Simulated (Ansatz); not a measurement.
C4H8Ge, SMILES `C=C=C[CH2][GeH3]`, relaxed with RKS PBE-D4/def2-SVP in Ansatz from a rough embedded geometry. The force threshold is 0.03 eV/Å; the program also tests the step.

Total charge 0; spin multiplicity 1.

Start:

```xyz
13

C    -1.463    2.514    0.538
C    -0.659    1.572    0.325
C     0.185    0.613    0.126
C    -0.187   -0.770   -0.178
Ge    1.287   -1.978   -0.406
H    -1.205    3.540    0.690
H    -2.564    2.297    0.513
H     1.289    0.881    0.081
H    -0.885   -0.769   -1.026
H    -0.812   -1.119    0.757
H     0.774   -3.385   -0.634
H     2.205   -1.912    0.845
H     2.035   -1.482   -1.631
```

| step | energy (eV) | largest force (eV/Å) | largest move (Å) |
| --- | --- | --- | --- |
| 1 | -60766.8989 | 3.866 | 0.000 |
| 2 | -60768.1901 | 1.457 | 0.199 |
| 3 | -60768.9618 | 0.996 | 0.195 |
| 4 | -60769.4877 | 0.993 | 0.195 |
| 5 | -60769.8451 | 0.801 | 0.199 |
| 6 | -60770.0492 | 0.729 | 0.200 |
| 7 | -60770.1251 | 0.635 | 0.194 |
| 8 | -60770.1704 | 0.182 | 0.200 |
| 9 | -60770.2014 | 0.240 | 0.200 |
| 10 | -60770.2070 | 0.556 | 0.193 |
| 11 | -60770.2254 | 0.372 | 0.068 |
| 12 | -60770.2468 | 0.452 | 0.150 |
| 13 (rejected) | -60770.2441 | 0.334 | 0.145 |
| 14 | -60770.2596 | 0.137 | 0.071 |
| 15 | -60770.2652 | 0.178 | 0.100 |
| 16 | -60770.2681 | 0.324 | 0.118 |
| 17 | -60770.2709 | 0.126 | 0.017 |
| 18 | -60770.2717 | 0.105 | 0.030 |
| 19 (rejected) | -60770.2689 | 0.181 | 0.060 |
| 20 | -60770.2724 | 0.044 | 0.029 |
| 21 | -60770.2729 | 0.035 | 0.070 |
| 22 | -60770.2732 | 0.027 | 0.017 |

End:

```xyz
13

C    -1.178    2.584    0.045
C    -0.638    1.461    0.469
C    -0.107    0.327    0.892
C    -0.342   -1.027    0.277
Ge    1.246   -1.649   -0.746
H    -0.695    3.201   -0.734
H    -2.138    2.953    0.450
H     0.595    0.373    1.749
H    -1.203   -1.009   -0.419
H    -0.549   -1.789    1.057
H     1.017   -3.094   -1.274
H     2.497   -1.639    0.175
H     1.494   -0.693   -1.943
```

Hardware: 2 threads of an AMD EPYC 7R13 on a shared host. Wall time 46 s, peak host memory 0.33 GiB.
